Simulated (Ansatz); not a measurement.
Basis-set series for C2H4FNSi (`N=C=C(F)[SiH3]`). Total charge 0; spin multiplicity 1. The geometry is a stationary point of PBE0-D4/def2-TZVP. It is one conformer, not always the lowest.

Cartesian coordinates in Å:
```
N -0.221 2.244 0.968
C 0.250 1.170 0.641
C 0.639 -0.058 0.373
F 1.864 -0.468 0.804
Si -0.410 -1.251 -0.591
H -0.046 3.023 0.333
H -0.699 -2.457 0.226
H 0.288 -1.671 -1.833
H -1.665 -0.532 -0.921
```

| functional | basis | functions | energy (Eh) | HOMO (eV) | LUMO (eV) |
| --- | --- | --- | --- | --- | --- |
| PBE0-D4 | def2-SVP | 94 | -521.98849 | -6.79 | -1.19 |
| PBE0-D4 | def2-TZVPP | 222 | -522.36442 | -6.95 | -1.39 |
| ωB97M-V | def2-SVP | 94 | -522.25348 | -8.91 | 1.12 |
| ωB97M-V | def2-TZVPP | 222 | -522.63875 | -9.12 | 0.83 |

Give the rows for def2-QZVPP. (An estimate is asked.)

Ansatz gave: 
| functional | basis | functions | energy (Eh) | HOMO (eV) | LUMO (eV) |
| --- | --- | --- | --- | --- | --- |
| PBE0-D4 | def2-QZVPP | 418 | -522.38663 | -6.98 | -1.45 |
| ωB97M-V | def2-QZVPP | 418 | -522.65934 | -9.15 | 0.70 |

Positive LUMOs are unbound and depend on the basis.
